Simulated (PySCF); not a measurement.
# Reading the logs of faulty runs: CH6NSi2 cation

Calculated results; nothing here was measured. They come from PySCF 2.14.0, an open-source quantum chemistry program, on an isolated molecule that a program drew, which may never have been made. The molecule is CH6NSi2 cation (charge +1, singlet), drawn as the SMILES string `NC(=[SiH2])[SiH2+]`.

Each row is a Hartree-Fock (HF) and frozen-core CCSD(T) single point in the cc-pV(D+d)Z basis, meant for a local HF minimum. Run 1 is clean. Each other run has one planted mistake out of seven kinds, and not every kind appears here: one electron removed, one electron added, multiplicity raised by two, geometry at a saddle point, minimal basis STO-3G, one bond length entered in bohr, all coordinates scaled. The reference is restricted for singlets and unrestricted otherwise, and also for a bond in bohr. Adding or removing an electron swaps singlet and doublet. Electrons count all cores. HOMO and LUMO are orbital energies over both spins, the gradient is its largest component, and the lowest frequency (negative if imaginary) is given only where the gradient is small. Bond lengths are over the 9 bonds as drawn. T1 is the CCSD diagnostic: over 0.02 (restricted) or 0.045 (unrestricted) a single reference is doubtful.

Geometry of the clean run:
```xyz
10
CH6NSi2 cation, angstrom
N    -0.4564    0.6684   -0.4807
C     0.7410   -0.0145   -0.6741
Si    2.3381    0.6211   -0.2698
Si    0.8922   -1.5683   -1.4991
H    -0.4682    1.3551    0.2483
H    -1.2904    0.1141   -0.4600
H     2.5206    1.9068    0.4047
H     3.5131   -0.1752   -0.6072
H    -0.2714   -2.3205   -1.9698
H     2.2253   -2.1240   -1.7049
```

| run | electrons | basis functions | <S^2> | HOMO (eV) | LUMO (eV) | gradient (hartree/bohr) | lowest frequency (cm^-1) | mean bond (Å) | longest bond (Å) | T1 | HF (hartree) | CCSD(T) (hartree) | mistake |
|---|---|---|---|---|---|---|---|---|---|---|---|---|---|
| 1 | 46 | 104 | 0.000 | -12.93 | -4.65 | 2.7e-05 | 65 | 1.4190 | 1.766 | 0.0176 | -673.36651 | -673.91862 | no fault |
| 2 | 45 | 104 | 0.778 | -20.34 | -10.50 | 3.8e-02 | - | 1.4190 | 1.766 | 0.0207 | -672.93731 | -673.44826 | one electron removed |
| 3 | 46 | 104 | 1.180 | -13.22 | -4.76 | 2.5e-02 | - | 1.5632 | 2.757 | 0.0477 | -673.25571 | -673.78990 | ? |
| 4 | 46 | 34 | 0.000 | -10.48 | -1.56 | 6.9e-02 | - | 1.4190 | 1.766 | 0.0187 | -665.56887 | -665.83088 | ? |

**Which mistake was planted in run 3, and what did it cost?**

The mean bond changes by a factor of 1.102 and the longest by 1.561, so the molecule wasn't scaled as a whole. A length L in bohr read as angstrom grows by (1/0.5292 - 1) L = 0.890 L. The 9 bonds together grew by 9 x 0.1442 = 1.298 Å, which gives L = 1.459 Å. That is the length of one of the H-Si bonds, 1.459 Å in the clean geometry. So the mistake is: one bond length entered in bohr. Subtracting run 1 and multiplying by 627.51 kcal/mol a hartree, the energy moved by 69.5 kcal/mol in HF and 80.8 kcal/mol in CCSD(T).

**Which mistake was planted in run 4, and what did it cost?**

It has 34 basis functions where the clean run has 104, with the same electrons and geometry. So the mistake is: minimal basis STO-3G. Subtracting run 1 and multiplying by 627.51 kcal/mol a hartree, the energy moved by 4893.1 kcal/mol in HF and 5075.1 kcal/mol in CCSD(T).

Cautions from the logs. Run 3: T1 is over the limit, so its CCSD(T) energy is less reliable.
